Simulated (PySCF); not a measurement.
## Core-level binding energies of `BNCCC`

C3H10BN.
SMILES with atom numbers: `[BH2:1][NH:2][CH2:3][CH2:4][CH3:5]`

The calculation used delta-SCF UKS SCAN, pcX-2 on the ionised atom, pcseg-1 elsewhere, spin-free X2C in PySCF 2.14.0. Each binding energy is the total energy of the core-ionised species, with the hole localised on one atom, minus that of the ground state; both are solved self-consistently, so orbital relaxation is included.

What binding energy does each computed site have?

```json
{"atom(s)": "B1", "bonded to": "N and 2 H", "level": "B 1s", "binding energy (eV)": "195.15", "above the level's lowest (eV)": "0.00", "count": "1"}
{"atom(s)": "N2", "bonded to": "C, H and B", "level": "N 1s", "binding energy (eV)": "405.14", "above the level's lowest (eV)": "0.00", "count": "1"}
{"atom(s)": "C3", "bonded to": "N, C and 2 H", "level": "C 1s", "binding energy (eV)": "291.59", "above the level's lowest (eV)": "+0.86", "count": "1"}
{"atom(s)": "C4", "bonded to": "2 C and 2 H", "level": "C 1s", "binding energy (eV)": "290.73", "above the level's lowest (eV)": "0.00", "count": "1"}
{"atom(s)": "C5", "bonded to": "C and 3 H", "level": "C 1s", "binding energy (eV)": "290.79", "above the level's lowest (eV)": "+0.06", "count": "1"}
```

The listed C 1s values span 0.86 eV, from C4 (bonded to 2 C and 2 H) to C3 (bonded to N, C and 2 H).

Which effective nuclear charge Zeff reproduces each element's mean 1s value in the hydrogen-like formula E = 13.606 eV × Zeff²?

B (Z = 5): mean 195.2 eV, Zeff = 3.79, Z − Zeff = 1.21; C (Z = 6): mean 291.0 eV, Zeff = 4.63, Z − Zeff = 1.37; N (Z = 7): mean 405.1 eV, Zeff = 5.46, Z − Zeff = 1.54. Means run over the listed sites, weighted by atom count.

The unrestricted hole states depart most from a pure doublet (⟨S²⟩ = 0.75; over 0.85 named) for B 1s of B1 (0.92), which makes this value less certain. One conformer (not necessarily the lowest) at the PBE0-D3(BJ)/def2-SVP geometry, without solvent, vibrations or thermal averaging.

The values belong to the conformer `[BH2:1][NH:2][CH2:3][CH2:4][CH3:5]`: B1–N2–C3–C4 -113°, N2–C3–C4–C5 -179°.
